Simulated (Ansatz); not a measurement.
# Molecular dynamics of LiTi12

input.yaml

```yaml
crystal:
  lattice:
    - [5.9, 0.0, 0.0]
    - [-4.425, 7.664325, 0.0]
    - [0.0, 0.0, 4.6846]
  atoms:
    - { symbol: Ti, position: [0.02733103, 0.01570953, 0.02058983] }
    - { symbol: Ti, position: [0.19486649, 0.2249542, 0.55749399] }
    - { symbol: Ti, position: [-0.04844, 0.28179367, 0.16268222] }
    - { symbol: Ti, position: [0.22943577, 0.62363834, 0.35717251] }
    - { symbol: Ti, position: [-0.0153211, 0.67981618, -0.03615248] }
    - { symbol: Ti, position: [0.15426144, 0.88952499, 0.50171618] }
    - { symbol: Ti, position: [0.47973244, -0.01423505, 0.02956453] }
    - { symbol: Ti, position: [0.63276983, 0.21417535, 0.57350869] }
    - { symbol: Ti, position: [0.50401773, 0.34672819, 0.04276289] }
    - { symbol: Ti, position: [0.67529803, 0.55915978, 0.4761489] }
    - { symbol: Ti, position: [0.548535, 0.69163488, -0.05341485] }
    - { symbol: Ti, position: [0.70252549, 0.9203387, 0.49197453] }
    - { symbol: Li, position: [0.09013444, 0.45261021, 0.75988716] }
basis:
  ecutwfc: 420.0
kpoints:
  mp_grid: { grid: [3, 2, 3] }
hamiltonian:
  xc: pbe
scf:
  occupations: { method: fermi_dirac, width: 0.1 }
  lower_state_search: "off"
md:
  timestep: 1
  n_steps: 180
  ensemble: nve
  temperature: 1200.0
  initial_velocities: maxwell_boltzmann
  seed: 780187
```

Command:

```bash
$ ansatz run input.yaml --threads 2 --pin off --max-ram 5120MiB --backend cpu --events-out ev --progress --plain --runs-dir out
```

It starts from a relaxed structure.

Output, in part (step lines):

```
md step     0: t =     0.00 fs  T =  1200.0 K  F+E_penalty+E_count = -30198.36456080 eV  E_kin = 1.861344 eV  conserved = -30196.50321682 eV  (8 SCF iters)
md step     1: t =     1.00 fs  T =  1197.8 K  F+E_penalty+E_count = -30198.36114939 eV  E_kin = 1.857935 eV  conserved = -30196.50321421 eV  (7 SCF iters)
md step     2: t =     2.00 fs  T =  1191.8 K  F+E_penalty+E_count = -30198.35180721 eV  E_kin = 1.848600 eV  conserved = -30196.50320681 eV  (7 SCF iters)
md step     3: t =     3.00 fs  T =  1182.0 K  F+E_penalty+E_count = -30198.33666188 eV  E_kin = 1.833468 eV  conserved = -30196.50319431 eV  (7 SCF iters)
md step     4: t =     4.00 fs  T =  1168.7 K  F+E_penalty+E_count = -30198.31592252 eV  E_kin = 1.812746 eV  conserved = -30196.50317683 eV  (7 SCF iters)
md step     5: t =     5.00 fs  T =  1151.9 K  F+E_penalty+E_count = -30198.28987771 eV  E_kin = 1.786723 eV  conserved = -30196.50315424 eV  (3 SCF iters)
md step     6: t =     6.00 fs  T =  1131.9 K  F+E_penalty+E_count = -30198.25889160 eV  E_kin = 1.755765 eV  conserved = -30196.50312690 eV  (3 SCF iters)
md step     7: t =     7.00 fs  T =  1109.1 K  F+E_penalty+E_count = -30198.22339815 eV  E_kin = 1.720302 eV  conserved = -30196.50309580 eV  (2 SCF iters)
[... lines left out ...]
md step   178: t =   178.00 fs  T =   774.3 K  F+E_penalty+E_count = -30197.70404268 eV  E_kin = 1.201056 eV  conserved = -30196.50298675 eV  (2 SCF iters)
md step   179: t =   179.00 fs  T =   783.6 K  F+E_penalty+E_count = -30197.71843862 eV  E_kin = 1.215450 eV  conserved = -30196.50298886 eV  (3 SCF iters)
md step   180: t =   180.00 fs  T =   791.9 K  F+E_penalty+E_count = -30197.73126570 eV  E_kin = 1.228275 eV  conserved = -30196.50299095 eV  (7 SCF iters)
```

The steps, from the saved trajectory:

```tsv
time (fs)	T (K)	potential energy less start (eV)	conserved less start (meV/atom)
0	1200	0.000	0.00
6	1132	0.106	0.01
12	963	0.367	0.02
18	770	0.668	0.04
24	612	0.913	0.04
30	494	1.096	0.03
36	392	1.254	0.03
42	310	1.382	0.04
48	282	1.424	0.04
54	327	1.354	0.04
60	416	1.216	0.03
66	500	1.086	0.02
72	549	1.010	0.02
78	560	0.992	0.02
84	545	1.017	0.03
90	522	1.051	0.03
96	515	1.063	0.03
102	516	1.061	0.02
108	504	1.080	0.02
114	484	1.112	0.03
120	496	1.093	0.04
126	560	0.993	0.03
132	639	0.871	0.01
138	666	0.829	0.01
144	622	0.897	0.02
150	554	1.003	0.03
156	521	1.053	0.04
162	554	1.002	0.04
168	637	0.873	0.03
174	728	0.733	0.02
180	792	0.633	0.02
```

The run went to its last step. The conserved energy stayed within 0.044 meV per atom of its start (net change 0.017 meV per atom), so the integration is sound. Over the second half the temperature averaged 0.48 of the 1200 K drawn at the start: a run that starts near a minimum puts about half its kinetic energy into the potential. A run of 0.18 ps of so small a system gives no equilibrium averages. Limits of this set-up: coarse k mesh, a small cell, in which the defect meets its images, a typed lattice constant that wasn't relaxed here.

Mean squared displacements from the first frame to the last, about the centre of mass: Ti 0.02 Å², Li 0.01 Å².

Last frame:

```xyz
13
Lattice="5.9000 0.0000 0.0000 -4.4250 7.6643 0.0000 0.0000 0.0000 4.6846" Properties=species:S:1:pos:R:3
Ti 0.136 0.134 0.073
Ti 0.096 1.720 2.616
Ti -1.656 2.183 0.842
Ti -1.307 4.767 1.715
Ti -3.099 5.358 0.014
Ti -2.947 6.648 2.277
Ti 3.068 -0.108 0.011
Ti 2.608 1.650 2.665
Ti 1.399 2.691 0.102
Ti 1.635 4.262 2.321
Ti 0.044 5.296 -0.343
Ti 0.096 7.033 2.338
Li -1.569 3.524 3.582
```

Time of the run: 15 min on 2 threads of Intel(R) Xeon(R) Platinum 8488C (Sapphire Rapids), on a shared host, peak memory 0.83 GiB.
